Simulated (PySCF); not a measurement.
All values below come from PBE-D3(BJ)/def2-TZVP // PBE0-D4/def2-SVP in PySCF. Gas-phase values, no solvent. One relaxed conformer stands for a flexible species; it need not be the lowest. 

Reference species (SMILES): `c12sccc2c(B)cc(c1)B` (neutral, multiplicity 1).

The LUMO comes out as -3.31 eV. The HOMO–LUMO gap comes out as 2.75 eV and the HOMO comes out as -6.06 eV.

Changed species: `Bc1cc2c(B)cccc2s1`.

**Question.** Give the shifts of the LUMO, HOMO–LUMO gap and HOMO.

**Answer.** the LUMO decreases by 0.25 eV, to -3.56 eV; the HOMO–LUMO gap falls by 0.30 eV, to 2.45 eV; the HOMO goes up by 0.05 eV, to -6.01 eV.
